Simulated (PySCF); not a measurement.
**Nuclear repulsion and electron count by hand**

System: F$_{4}$Si (SMILES F[Si](F)(F)F), singlet, at a GFN2-xTB geometry. Level: PySCF with MP2/STO-3G. Sums are taken with unrounded values, so a last digit can differ.

Coordinates (Å):

```
atom         x         y         z
----  --------  --------  --------
Si1    0.00000   0.00000   0.00000
F2     0.88552   0.90402   0.92229
F3    -0.91389  -0.91244   0.88560
F4    -0.89401   0.90408  -0.91401
F5     0.92238  -0.89567  -0.89389
```

### Question
Work out the nuclear repulsion energy and the numbers of alpha and beta electrons.

### Answer
In atomic units each pair adds Z_i Z_j / r_ij, with r in bohr (1 bohr = 0.529177 Å).
| pair | r (Å) | r (bohr) | Z_i Z_j | term (Eh) |
|---|---|---|---|---|
| Si1-F2 | 1.5659 | 2.9591 | 126 | 42.5803 |
| Si1-F3 | 1.5659 | 2.9591 | 126 | 42.5803 |
| Si1-F4 | 1.5659 | 2.9591 | 126 | 42.5803 |
| Si1-F5 | 1.5659 | 2.9591 | 126 | 42.5803 |
| F2-F3 | 2.5571 | 4.8322 | 81 | 16.7625 |
| F2-F4 | 2.5571 | 4.8322 | 81 | 16.7625 |
| F2-F5 | 2.5571 | 4.8322 | 81 | 16.7625 |
| F3-F4 | 2.5571 | 4.8322 | 81 | 16.7625 |
| F3-F5 | 2.5571 | 4.8322 | 81 | 16.7625 |
| F4-F5 | 2.5571 | 4.8322 | 81 | 16.7625 |
The sum is 270.8960 Eh; PySCF gives 270.8960 Eh. The atomic numbers add up to 50, so at charge +0 there are 50 electrons; multiplicity 1 means 0 unpaired, so 25 alpha and 25 beta.
